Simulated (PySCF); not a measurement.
Telling isomers of C₇H₉OP apart by NMR

Computed data (PySCF): coordinates at the GFN2-xTB level, GIAO PBE0/pcSseg-1 shieldings. Equivalent nuclei averaged, a single conformation, relativity neglected, in vacuum.

δ = σ(ref) − σ, references computed at the same level: ¹H and ¹³C vs TMS. Splittings of carbon signals by F and P are missing where no couplings were computed. Where no couplings were computed, multiplicities follow the n + 1 count of equivalent neighbours, and m marks all less simple cases (inequivalent or close neighbours, rings, F or P nearby). Shifts are as computed. Against solution values, carbons near 30 ppm lie about +3 ppm off and those near 130 ppm about +5 ppm. Of 1211 compounds with measured shifts, 218 miss one by over three times the rms of a fit or turn the order of signals round; such compounds aren't used in these exercises.

(1) Tabulate the signals of `COc1cc(C)ccp1`, `C#CP1CCC(=O)CC1`, `C#C[P@@](=O)(C=C)C1CC1`, `C#C[P@@](=O)(C=C)/C=C/C`, `Cc1cpc(C2CC2)o1`, `COc1ccc(C)cp1` and their relative energies.

(2) What is the quickest way to tell C#CP1CCC(=O)CC1 from COc1ccc(C)cp1?

(3) What is the quickest way to tell COc1cc(C)ccp1 from C#CP1CCC(=O)CC1?

(4) What is the quickest way to tell C#C[P@@](=O)(C=C)C1CC1 from Cc1cpc(C2CC2)o1?

## Answers

(1) 
| SMILES | carbon types | δC | δH | E rel. (kcal/mol) |
| --- | --- | --- | --- | --- |
| COc1cc(C)ccp1 | 2×C 3×CH 2×CH3 | 205.2, 161.0, 147.2, 133.7, 128.1, 59.6, 26.3 | 8.88 (m, 1H), 7.67 (m, 1H), 7.57 (m, 1H), 4.15 (s, 3H), 2.61 (s, 3H) | 0.0 |
| C#CP1CCC(=O)CC1 | 2×C 1×CH 4×CH2 | 214.7, 99.6, 92.5, 38.7, 24.0 | 2.60 (m, 4H), 2.35 (m, 1H), 2.08 (m, 4H) | 30.1 |
| C#C[P@@](=O)(C=C)C1CC1 | 1×C 3×CH 3×CH2 | 142.4, 141.5, 96.0, 86.1, 15.1, 3.3, 2.8 | 6.73 (m, 1H), 6.58 (m, 1H), 6.33 (m, 1H), 2.28 (m, 1H), 1.12 (m, 1H), 0.85 (m, 1H), 0.77 (m, 1H), 0.73 (m, 1H), 0.61 (m, 1H) | 54.7 |
| C#C[P@@](=O)(C=C)/C=C/C | 1×C 4×CH 1×CH2 1×CH3 | 156.1, 141.9, 140.6, 131.2, 96.3, 86.0, 23.7 | 7.11 (m, 1H), 6.75 (m, 1H), 6.49 (m, 1H), 6.30 (m, 1H), 5.82 (m, 1H), 2.27 (m, 1H), 2.09 (d, 3H) | 51.2 |
| Cc1cpc(C2CC2)o1 | 2×C 2×CH 2×CH2 1×CH3 | 217.8, 161.0, 126.1, 21.6, 19.6, 17.7 | 6.72 (m, 1H), 2.57 (s, 3H), 2.13 (m, 1H), 1.34 (m, 2H), 0.73 (m, 2H) | 14.6 |
| COc1ccc(C)cp1 | 2×C 3×CH 2×CH3 | 203.3, 159.0, 141.3, 137.8, 128.1, 59.9, 26.9 | 8.70 (m, 1H), 7.64 (m, 1H), 7.59 (m, 1H), 4.13 (s, 3H), 2.59 (s, 3H) | 0.6 |

Energies are electronic energies at PBE0/pcSseg-1 on these geometries, without zero-point or thermal terms, each for the one conformer computed, which needn't be the lowest.

(2) Count the carbon signals: 5 against 7. The first has an sp3 CH2 α to a carbonyl at 38.7 ppm, the second a methyl carbon bonded to O (CH3) at 59.9 ppm. Their most deshielded carbons lie at 214.7 and 203.3 ppm. In the proton spectra the most deshielded non-exchanging signals are 2.60 (m, 4H) and 8.70 (m, 1H).

(3) Count the carbon signals: 7 against 5. The first has an aromatic CH at 161.0 ppm, the second an sp3 CH2 α to a carbonyl at 38.7 ppm. Their most deshielded carbons lie at 205.2 and 214.7 ppm. In the proton spectra the most deshielded non-exchanging signals are 8.88 (m, 1H) and 2.60 (m, 4H).

(4) Count the carbon signals: 7 against 6. The first has a terminal =CH2 carbon at 142.4 ppm, the second a substituted aromatic carbon next to the ring oxygen (C) at 217.8 ppm.
